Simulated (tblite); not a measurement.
C4H7O2S (doublet state).
Z-matrix (Å and degrees, GFN2-xTB geometry), rows numbered from 1:
```
C 
C   1  1.3662
C   2  1.3662  1  129.42
S   2  1.8202  1  115.50  3   178.72
C   4  1.8205  2  102.98  1   -90.54
O   4  1.4375  2  109.21  1   154.80
O   4  1.4374  2  109.28  1    24.25
H   1  1.0744  2  119.13  3   177.70
H   1  1.0763  2  121.90  3     0.41
H   3  1.0744  2  119.09  1  -178.12
H   3  1.0761  2  122.04  1    -1.32
H   5  1.0819  4  108.09  2    60.90
H   5  1.0828  4  107.64  2  -179.50
H   5  1.0819  4  108.04  2   -59.99
```

Computed with GFN2-xTB (tblite): harmonic, unscaled wavenumbers at the GFN2-xTB geometry, gas phase. This tight-binding method is rough: wavenumbers can miss measured ones by several per cent, in bad cases by 10 to 20. One conformer, not necessarily the lowest. Open shells enter through the occupations alone, without spin polarisation, and single modes of such species can be off by tens of per cent.

Harmonic wavenumbers (cm⁻¹): 33.7, 117.7, 155.5, 199.6, 280.6, 303.5, 367.8, 369.1, 388.1, 455.4, 503.5, 525.6, 598.5, 712.7, 776.2, 790.7, 845.1, 856.6, 922.6, 1019.1, 1114.6, 1250.9, 1255.0, 1265.7, 1349.6, 1421.7, 1426.6, 1432.6, 1495.4, 3066.2, 3083.6, 3090.6, 3103.5, 3108.3, 3156.1, 3159.6.

A = 3164, B = 2091, C = 1798 MHz; mass 119.017 u (most abundant isotopes); point group Cs, symmetry number 1; spin multiplicity 2.

Task: Zero-point energy?

Result: Half the sum of the wavenumbers: 22001 cm⁻¹ = 263.19 kJ/mol.

Task: What is S at 350 K and 1 bar for an ideal gas of classical rigid rotors and harmonic oscillators?

Result: Translation 171.79, rotation 117.87, vibration 117.28, spin (R ln 2) 5.76: S = 412.7 J/(mol K).

Task: And Cp and H(350 K) − H(0)?

Result: Cp = 157.11 J/(mol K), of which vibrations give 123.85 (their classical limit is 36 R = 299.3); H(350 K) − H(0) = 33.58 kJ/mol without the zero-point energy, 21.94 from vibrations.

Task: Blend soft modes into free rotors: weight 1/[1 + (100 cm⁻¹/ν̃)⁴] for the oscillator and the rest for a rotor with moment μB/(μ + B), μ = h/(8π²ν), B = 10⁻⁴⁴ kg m². What vibrational entropy results?

Result: 108.73 J/(mol K) in place of 117.28, which changes −T·S at 350 K by +2.99 kJ/mol.

Task: What must be added to the electronic energy to get the Gibbs energy at 350 K and 1 bar?

Result: ZPE + [H(350 K) − H(0)] − T·S = 263.19 + 33.58 − 144.45 = 152.32 kJ/mol.

Task: Which modes carry the vibrational entropy at 350 K?

Result: 33.7 cm⁻¹: 24.76; 117.7 cm⁻¹: 14.43; 155.5 cm⁻¹: 12.18; 199.6 cm⁻¹: 10.19; 280.6 cm⁻¹: 7.57; 303.5 cm⁻¹: 6.99 J/(mol K); the other 30 give 41.16 together.

Hindered rotation and anharmonicity are outside this model. Other conformers, if any are populated, would add a mixing term that is left out.
